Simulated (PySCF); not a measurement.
# Excitation energy of S⁺ by level of theory

S⁺ [Ne] 3s2 3p3 (4S) → S⁺ [Ne] 3s2 3p2 3d1 (high-spin determinant), as a difference of total energies. All numbers are calculated (PySCF 2.14, no relativity, point nucleus, in aug-cc-pV(Q+d)Z with one added diffuse shell each of s, p, d, f, g type (8s7p6d4f3g, 114 functions)). Correlated levels: valence: [Ne] frozen. The calculations carry no spin-orbit coupling.

```csv
method,excitation energy (cm⁻¹)
UHF,116440
PBE0,110940
wB97M-V,110050
MP2 (valence),114350
```

Task: Estimate what B2PLYP gives.

Result: 110940 cm⁻¹, closest to PBE0 among the rows shown.

Task: Estimate what SCS-MP2 (valence) gives.

Result: 114080 cm⁻¹, closest to MP2 (valence) among the rows shown.

A first-order spin-orbit estimate (lowest level to lowest level, LS coupling) adds -0.039 eV.

The promoted electron is Rydberg-like, and one or two diffuse shells describe it only roughly, which tends to raise the upper state.

The determinant of the upper state mixes LS terms, which raises its energy above the lowest term, most at the Hartree-Fock and MP2 levels.
